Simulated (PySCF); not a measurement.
Ligand exchange on a metal centre used in film growth or etching (Cd CH3-Br). Isolated molecules, 0 K electronic values unless said otherwise. One relaxed conformer stands for each flexible species; it need not be the lowest.

The charge on the central atom (Mulliken) from two functionals at the same geometries (PBE-D3(BJ)/def2-SVP), both in PySCF: PBE-D3(BJ)/def2-TZVP and B3LYP-D3(BJ)/def2-TZVP. B3LYP has the VWN-RPA correlation part, as in Gaussian. 

```tsv
species	B3LYP-D3(BJ)/def2-TZVP (e)
0 of 2 CH3 replaced by Br ([Cd(CH3)2])	0.65
1 of 2 CH3 replaced by Br ([Cd(CH3)(Br)])	0.64
2 of 2 CH3 replaced by Br ([Cd(Br)2])	0.71
```

Q: What does PBE-D3(BJ)/def2-TZVP give for each?

A: 
- 0 of 2 CH3 replaced by Br ([Cd(CH3)2]): 0.58
- 1 of 2 CH3 replaced by Br ([Cd(CH3)(Br)]): 0.59
- 2 of 2 CH3 replaced by Br ([Cd(Br)2]): 0.66
Over these rows, drawn at random from the members with no instability flagged (it was tested for open shells, ions and some series alone), PBE minus B3LYP-D3(BJ): mean -0.06 e, from -0.07 e to -0.05 e.
